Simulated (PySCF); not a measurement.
SeBr2, SMILES Br[Se]Br. Atoms are numbered in the order given.

```xyz
3

Se     0.0000     0.0000     0.9737
Br     0.0000     1.8088    -0.4729
Br     0.0000    -1.8088    -0.4729
```
Charge 0, spin multiplicity 1.

The structure is a stationary point at PBE0-D3(BJ)/def2-SVP.

Computed with PySCF with PBE/def2-TZVPD.

Isolated molecule, no solvent.

| Item | Value |
|---|---|
| total energy | -7548.76331 hartree |
| point group | C2v |
| highest occupied level | -5.74 eV |
| lowest empty level | -3.94 eV |
| orbital gap | 1.80 eV |
| dipole moment | 0.56 D |
| quadrupole, principal values (traceless, Buckingham form, about the centre of nuclear charge) | -4.41, 1.46, 2.95 D·Å |
| mean static polarisability | 77.9 bohr³ (11.54 Å³) |
| polarisability, principal values | 56.8, 70.1, 106.6 bohr³ |
